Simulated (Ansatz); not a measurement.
All numbers were calculated with Ansatz.

CH₇BOSi₂ (`O[SiH]1B[SiH2]C1`) at its PBE0-D4/def2-TZVP geometry, where that method's forces vanish. Charge 0, multiplicity 1.

```csv
atom,x (Å),y (Å),z (Å)
O1,1.922,-0.684,-1.703
Si2,0.568,-0.304,-0.876
B3,-0.791,0.992,-1.019
Si4,-1.260,0.310,0.822
C5,0.342,-0.771,0.902
H6,2.641,-1.107,-1.227
H7,0.364,1.463,-0.596
H8,-1.266,1.680,-1.862
H9,-1.284,1.286,1.948
H10,-2.456,-0.569,0.941
H11,0.120,-1.831,1.044
H12,1.098,-0.465,1.626
```

For each bond, give half the difference of the two atoms' forces along it (eV/Å; positive pushes the atoms apart) under PBE-D4, r2SCAN-D4, B3LYP-D4, ωB97M-V in def2-TZVPP. (Best estimate.)

The calculation gave: 
```tsv
bond	length (Å)	PBE-D4	r2SCAN-D4	B3LYP-D4	ωB97M-V
O1–Si2	1.631	0.36	0.11	0.06	0.07
O1–H6	0.961	0.32	0.01	-0.02	-0.08
Si2–B3	1.883	-0.03	0.02	0.04	-0.03
Si2–C5	1.853	-0.03	-0.03	0.09	0.02
B3–Si4	2.019	-0.01	0.03	0.15	0.10
B3–H7	1.317	0.03	-0.01	-0.04	-0.08
B3–H8	1.187	0.01	-0.07	-0.12	-0.09
Si4–C5	1.935	0.03	0.01	0.17	0.11
Si4–H9	1.490	0.09	0.00	-0.14	-0.16
Si4–H10	1.489	0.07	-0.02	-0.14	-0.13
C5–H11	1.092	0.09	-0.02	-0.08	-0.06
C5–H12	1.091	0.08	-0.01	-0.06	-0.06
```

B3LYP here is the variant with VWN-RPA as its local correlation; programs differ in this.
